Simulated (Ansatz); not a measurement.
Basis-set extrapolation for CH9FSi3 (`FC([SiH3])[SiH2][SiH3]`) (PBE0-D4/def2-TZVP geometry, frozen core, the Gaussian-basis code of Ansatz). Multiplicity 1, RHF reference.

|  | def2-TZVPP | def2-QZVPP |
| --- | --- | --- |
| HF | -1009.408167 | -1009.441265 |
| MP2 correlation | -0.801114 | -0.864406 |
| CCSD(T) correlation | -0.905609 | not run |

Energies in hartree. Use E(X) = E(∞) + A·exp(−7.88·√X) for Hartree–Fock and E(X) = E(∞) + B·X^(−2.97) for correlation, with X = 3 and 4, and add CCSD(T) minus MP2 of the smaller set to the MP2 limit.

Question: What is the CCSD(T) energy at the basis-set limit?

Answer: HF limit: -1009.441265 + (-0.033098) × 0.13774 = -1009.44582. MP2 limit: -0.864406 + (-0.063292) × 0.74074 = -0.91129. Higher-order term: -0.905609 − (-0.801114) = -0.10450. Total: -1010.46161 hartree, 4.02 eV below CCSD(T)/def2-TZVPP.
